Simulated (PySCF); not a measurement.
Compound: C4H10O4S.
SMILES with atom numbers: `[CH3:1][CH:2]([CH3:3])[O:4][CH2:5][S:6](=[O:7])(=[O:8])[OH:9]` (hydrogens: H10, H11, H12 on C1; H13 on C2; H14, H15, H16 on C3; H17, H18 on C5; H19 on O9)

Method used: PBE0-D3(BJ)/def2-SVP geometry optimisation, gas phase in PySCF.

(1) Give the optimised bond lengths and angles.

Answers

(1) 
```
                   bond  length (Å)   order
           C1–C2, C2–C3       1.514  single
                  C2–O4       1.437  single
                  O4–C5       1.361  single
                  C5–S6       1.822  single
           S6=O7, S6=O8       1.451  double
                  S6–O9       1.622  single
C1–H10 and 5 like bonds       1.100  single
                 C2–H13       1.104  single
         C5–H17, C5–H18       1.103  single
                 O9–H19       0.969  single
```

Bonds in one row agree within 0.01 Å and their mean is given. Orders are formal, as drawn. A selection of angles:
```
     angle  degrees
 C2–C1–H10    110.4
 C2–C1–H12    110.6
H10–C1–H11    108.6
H11–C1–H12    108.3
  C1–C2–C3    113.2
  C1–C2–O4    105.0
 C1–C2–H13    109.4
  C3–C2–O4    112.4
 O4–C2–H13    108.0
  C2–O4–C5    119.5
  O4–C5–S6    115.4
 O4–C5–H17    109.0
 O4–C5–H18    115.6
 S6–C5–H17    104.5
H17–C5–H18    108.8
  C5–S6–O7    109.6
  C5–S6–O8    107.5
  C5–S6–O9    102.2
  O7–S6–O8    121.8
  O7–S6–O9    106.0
  O8–S6–O9    108.1
 S6–O9–H19    107.6
```

Dihedral angles: C1–C2–O4–C5 -174° (antiperiplanar); C2–O4–C5–S6 -66° (synclinal); O4–C5–S6–O7 64° (synclinal); H19–O9–S6–C5 -96° (anticlinal). The mirror-image conformer, all signs reversed, is as good.

O4 (ether oxygen) is bent (angle 119.5°). O9 (hydroxyl oxygen) is bent (angle 107.6°). The 2 C–O bonds span 1.361 Å (O4–C5, drawn single) to 1.437 Å (C2–O4, drawn single), a spread of 0.076 Å. S6 (sulfonyl sulfur) is distorted tetrahedral (angles from 102.2° to 121.8°). The 3 O–S bonds span 1.448 Å (S6=O7, drawn double) to 1.622 Å (S6–O9, drawn single), a spread of 0.174 Å. Of the pairs four or more bonds apart, C3···H18 is among the closest relative to their van der Waals radii: 2.62 Å, 90 % of the sum of Bondi's values.

Point group: C1 (no symmetry element, even within 0.4 Å). PBE0-D3(BJ)/def2-SVP frequencies: not computed here. The numbers are those of one conformer (C1–C2–O4–C5 -174°, C2–O4–C5–S6 -66°, O4–C5–S6–O7 64°, C5–S6–O9–H -96°).
